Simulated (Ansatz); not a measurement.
Start from `CO[Si](C)(O)F` and change one atom or group to get `C[Si](O)(O)F`.

Ansatz, PBE0-D4/def2-TZVP geometries, multiplicity 1. Each molecule was computed in one conformer, which needn't be the lowest.

```tsv
property	`CO[Si](C)(O)F`
LUMO energy (B3LYP/def2-TZVPP) / eV	0.51
LUMO energy (PBE/def2-TZVPP) / eV	0.01
HOMO energy (PBE0/def2-TZVPP) / eV	-8.46
HOMO–LUMO gap (B3LYP/def2-TZVPP) / eV	8.74
LUMO energy (ωB97M-V/def2-TZVPP) / eV	2.33
HOMO–LUMO gap (ωB97M-V/def2-TZVPP) / eV	13.20
```

Q: Give the same properties after the change, and the shifts. (Estimate.)

A: Computed: 
```json
{"property": "LUMO energy (B3LYP/def2-TZVPP) / eV", "`C[Si](O)(O)F`": "0.25", "shift": "-0.26"}
{"property": "LUMO energy (PBE/def2-TZVPP) / eV", "`C[Si](O)(O)F`": "-0.22", "shift": "-0.23"}
{"property": "HOMO energy (PBE0/def2-TZVPP) / eV", "`C[Si](O)(O)F`": "-9.18", "shift": "-0.72"}
{"property": "HOMO–LUMO gap (B3LYP/def2-TZVPP) / eV", "`C[Si](O)(O)F`": "9.18", "shift": "0.44"}
{"property": "LUMO energy (ωB97M-V/def2-TZVPP) / eV", "`C[Si](O)(O)F`": "2.07", "shift": "-0.26"}
{"property": "HOMO–LUMO gap (ωB97M-V/def2-TZVPP) / eV", "`C[Si](O)(O)F`": "13.61", "shift": "0.41"}
```

With PBE0 the HOMO falls by 0.72 eV and the LUMO falls by 0.24 eV, so the gap widens by about 0.48 eV. PBE moves the HOMO by -0.70 eV and ωB97M-V by -0.68 eV.

B3LYP here is the variant with VWN-RPA as its local correlation; programs differ in this.
